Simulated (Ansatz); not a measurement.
`[SH][GaH][Cl]` and `[SH][GaH][SH]` differ in one atom or group.

Ansatz, PBE0-D4/def2-TZVP geometries, multiplicity 1. Each molecule was computed in one conformer, which needn't be the lowest.

Scalar relativity is left out up to krypton.

```tsv
property	`[SH][GaH][Cl]`
size of the dipole moment (PBE/def2-TZVPP) / D	2.22
HOMO–LUMO gap (ωB97M-V/def2-TZVPP) / eV	10.50
size of the dipole moment (B3LYP/def2-TZVPP) / D	2.31
ideal-gas entropy at 298 K and 1 bar (rigid rotor, harmonic PBE0-D4/def2-TZVP) / J/(mol·K)	314
LUMO energy (PBE/def2-TZVPP) / eV	-2.21
HOMO energy (PBE/def2-TZVPP) / eV	-6.83
```

What does the change do to each property? (Estimate.)

Ansatz gave: 
```
                                                                                  property  `[SH][GaH][SH]`  shift
                                            size of the dipole moment (PBE/def2-TZVPP) / D             0.63  -1.59
                                                   HOMO–LUMO gap (ωB97M-V/def2-TZVPP) / eV            10.27  -0.23
                                          size of the dipole moment (B3LYP/def2-TZVPP) / D             0.57  -1.74
ideal-gas entropy at 298 K and 1 bar (rigid rotor, harmonic PBE0-D4/def2-TZVP) / J/(mol·K)              318      4
                                                         LUMO energy (PBE/def2-TZVPP) / eV            -1.94   0.27
                                                         HOMO energy (PBE/def2-TZVPP) / eV            -6.40   0.43
```

With PBE0 the HOMO rises by 0.45 eV and the LUMO rises by 0.26 eV, so the gap narrows by about 0.19 eV. PBE moves the HOMO by 0.43 eV and ωB97M-V by 0.47 eV. The zero-point energy changes by 21.6 kJ/mol with +3 modes. Dipoles are sizes alone; their direction can turn.

B3LYP here is the variant with VWN-RPA as its local correlation; programs differ in this.
